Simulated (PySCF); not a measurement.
A structure optimised at B3LYP-D3(BJ)/def2-SVP, used in a PySCF frequency run:

```xyz
13

O     -0.8180     2.5030     0.0000
Si     0.6600     1.7398     0.0000
C      0.2026    -0.0973     0.0000
N     -1.0736    -0.3480     0.0000
C     -1.1999    -1.8349     0.0000
Si     0.7194    -1.9288     0.0000
H     -1.5166     1.8221     0.0000
H      1.4674     2.0682     1.2090
H      1.4674     2.0682    -1.2090
H     -1.7482    -2.1870    -0.8892
H     -1.7482    -2.1870     0.8892
H      1.4050    -2.4662     1.2124
H      1.4050    -2.4662    -1.2124
```

### Question
Write its SMILES, formula and point group.

### Answer
O[SiH2]C1=NC[SiH2]1, C2H7NOSi2, Cs

### Question
What are its rotational constants (standard atomic weights)?

### Answer
5.2836, 1.3537, 1.1132 GHz
